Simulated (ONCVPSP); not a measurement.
Transferability test, ONCV potential for beryllium (Be)

```json
{
 "Element": "beryllium",
 "Generator": "ONCVPSP 4.0.1",
 "Type": "optimised norm-conserving Vanderbilt (ONCV)",
 "Functional": "PBEsol",
 "Relativity": "scalar-relativistic",
 "Frozen core": "[He]",
 "Valence charge": "2",
 "Reference configuration": "2s2",
 "Partial waves": "2s: rc 1.75 bohr, ncon 4, nbas 8, qcut 4.7 1/bohr, 2 projectors, debl 3.1 Ha; p scattering state at 0.12 Ha: rc 1.90 bohr, ncon 3, nbas 7, qcut 4 1/bohr, 1 projector",
 "Local potential": "polynomial inside 1.50 bohr (lpopt 2, dvloc0 1 Ha)",
 "Core correction": "Teter function, fcfact 3.5, rcfact 1.25"
}
```

In the p channel the program set the typed energies aside and used 0.050 Ha.

Energies are relative to the spin-unpolarised reference configuration 2s2; without spin polarisation the order of configurations can differ from experiment.

```csv
valence configuration,charge,ΔE all-electron (eV),error AE − PS (meV)
2s1.5,+0.5,3.721,+0.7
2s0 2p2,0,7.212,-6.5
```

Q: What are ΔE and the potential's error for 2s1?

A: ΔE = 9.458 eV all-electron; the error (AE − PS) is +5.3 meV.

Q: What are ΔE and the potential's error for 2s1 2p1?

A: ΔE = 3.594 eV all-electron; the error (AE − PS) is -2.2 meV.

Levels in the configuration 2s0 2p2:

```csv
level,all-electron (eV),pseudo (eV)
2p,-2.910,-2.913
```
